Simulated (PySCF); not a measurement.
An element was calculated at UHF (PySCF 2.14, spin-free X2C, a triple-zeta basis, no spin-orbit coupling), in the ground configurations that NIST lists.

* electron affinity: -0.907 eV
* first ionisation energy: 5.541 eV
* second ionisation energy: 14.249 eV
* third ionisation energy: 28.779 eV
* polarisability of the atom: 137 bohr³

Question: Which element is it?

Answer: Technetium (Tc, Z = 43), in aug-cc-pVTZ-DK. NIST lists 7.119, 15.26, 29.55 eV for these ionisation energies.
